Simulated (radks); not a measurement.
Results of a calculation; reference values are marked as such.
Species: the lanthanum ion La+. Configuration: [Kr] 4d10 5p6 5d4 (not the ground configuration). Code: a radial shooting solver on a logarithmic mesh with Libxc functionals. Model: Dirac Kohn-Sham, LDA (Slater exchange, VWN5 correlation), spin-unpolarised, spherical densities, point nucleus; open shells fill j = l - 1/2 first.

Unscreened Slater integrals over Kohn-Sham orbitals (hartree). Large and small components are both included. Empty in this configuration: 5s1/2.

integral,value
"F0(5d3/2,5d3/2)",0.35144
"F2(5d3/2,5d3/2)",0.18166
"F0(5d3/2,5p3/2)",0.40697
"F2(5d3/2,5p3/2)",0.19600
"G1(5d3/2,5p3/2)",0.22985
"G3(5d3/2,5p3/2)",0.14191
"F0(5d3/2,5p1/2)",0.41198
"G1(5d3/2,5p1/2)",0.21828
"F0(5d3/2,4d5/2)",0.46131
"F2(5d3/2,4d5/2)",0.093006
"G2(5d3/2,4d5/2)",0.024217
"G4(5d3/2,4d5/2)",0.020066
"F0(5d3/2,5s1/2)",0.42311
"G2(5d3/2,5s1/2)",0.14316
"F0(5p3/2,5p3/2)",0.50638
"F2(5p3/2,5p3/2)",0.27260
"F0(5p3/2,5p1/2)",0.51723
"G2(5p3/2,5p1/2)",0.27675
"F0(5p3/2,4d5/2)",0.63190
"F2(5p3/2,4d5/2)",0.18438
"G1(5p3/2,4d5/2)",0.052946
"G3(5p3/2,4d5/2)",0.051720
"F0(5p3/2,5s1/2)",0.54198
"G1(5p3/2,5s1/2)",0.35905
"F0(5p1/2,5p1/2)",0.52906
"F0(5p1/2,4d5/2)",0.65633
"G3(5p1/2,4d5/2)",0.058641
"F0(5p1/2,5s1/2)",0.55612
"G1(5p1/2,5s1/2)",0.37976
"F0(4d5/2,4d5/2)",1.1705
"F2(4d5/2,4d5/2)",0.59570
"F4(4d5/2,4d5/2)",0.39823
"F0(4d5/2,5s1/2)",0.71692
"G2(4d5/2,5s1/2)",0.083458
"F0(5s1/2,5s1/2)",0.58884
